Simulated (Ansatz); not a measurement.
A thermochemical cycle in electronic energies (no zero-point or thermal terms), species as SMILES, kcal/mol. Geometries: B3LYP-D3(BJ)/def2-TZVP minima from Ansatz (a first-principles code), one conformer each, not searched for the lowest. Cores are frozen in the correlated levels unless marked. UHF or UKS for open shells. No spin-orbit coupling. No relativistic terms. CBS marks a two-point X^-3 extrapolation of the correlation energy; Hartree-Fock from the larger set. The bracket is a focal-point correction in the basis named. Anions need diffuse functions, of which def2-TZVPD holds fewer than the aug- sets.

```json
[
 {"step": "bond energy D: OB(F)F [difluoroborinic acid] -> [O]B(F)F + H atom", "RI-MP2/CBS(aug-cc-pVTZ,aug-cc-pVQZ)+[CCSD(T)-MP2]/aug-cc-pVTZ (Ansatz)": "128.5", "PBE/def2-TZVPD (Ansatz)": "122.6"},
 {"step": "deprotonation energy A: OB(F)F [difluoroborinic acid] → [O-]B(F)F + H+", "RI-MP2/CBS(aug-cc-pVTZ,aug-cc-pVQZ)+[CCSD(T)-MP2]/aug-cc-pVTZ (Ansatz)": "354.6", "PBE/def2-TZVPD (Ansatz)": "350.3"},
 {"step": "ionisation of the H atom at the same level, IE", "RI-MP2/CBS(aug-cc-pVTZ,aug-cc-pVQZ)+[CCSD(T)-MP2]/aug-cc-pVTZ (Ansatz)": "313.7", "PBE/def2-TZVPD (Ansatz)": "313.5"}
]
```

Q: Find the electron affinity EA, positive where the anion is bound: [O]B(F)F + e- → [O-]B(F)F.

A: Breaking the bond, ionising the H atom and attaching the electron to the radical add up to the deprotonation, A = D + IE - EA. At RI-MP2/CBS(aug-cc-pVTZ,aug-cc-pVQZ)+[CCSD(T)-MP2]/aug-cc-pVTZ: EA = D + IE - A = 128.5 + 313.7 - 354.6 = 87.6. At PBE/def2-TZVPD: EA = D + IE - A = 122.6 + 313.5 - 350.3 = 85.8. The functional differs from the first level by -5.9 in D, -1.8 in EA and -4.3 in A; for EA and A the gap mixes functional and basis.
